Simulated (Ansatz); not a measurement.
Program: Ansatz. Geometries: PBE0-D4/def2-TZVP. ΔE: electronic, gas phase. CCSD(T)/CBS adds triple-zeta CCSD(T) − MP2 to the extrapolated MP2 energy (def2 sets, frozen cores). This one scheme is used for every species. Double bonds are as drawn, so ΔE can hold a change between cis and trans. Functionals use def2-TZVPP.

Reaction (formal exchange of groups at a C–F bond): `F/C=[C](\F)[AlH2]` + CH₄ → `C/[C]([AlH2])=C\F` + H–F

Question: Is it downhill or uphill in electronic energy at CCSD(T)/CBS, and by how much? (Estimate.)

Answer: The calculation gave: Downhill: ΔE = -61.5 kJ/mol.

Question: What do these levels give: r2SCAN-D4, ωB97X-V, B2PLYP, PBE, r2SCAN, PBE0, HF/def2-TZVPP, MP2/def2-TZVPP, SCS-MP2/def2-TZVPP, CCSD/def2-TZVPP, HF/def2-QZVPP, HF/CBS(def2)? (Best estimate.)

Answer: Ansatz gave: r2SCAN-D4 -43.9, ωB97X-V -45.7, B2PLYP -47.6, PBE -41.0, r2SCAN -42.6, PBE0 -48.8, HF/def2-TZVPP -38.9, MP2/def2-TZVPP -70.7, SCS-MP2/def2-TZVPP -60.6, CCSD/def2-TZVPP -56.8, HF/def2-QZVPP -38.4, HF/CBS(def2) -38.3 kJ/mol.

Largest T1 diagnostic among the species: 0.013.

From PBE to PBE0 (25 % exact exchange), in def2-TZVPP and without D4, ΔE moves by −7.7 kJ/mol. In def2-TZVPP, CCSD(T) changes the Hartree–Fock value by −19.3 kJ/mol (the triples alone add −1.5 kJ/mol) and MP2 by −31.7 kJ/mol.
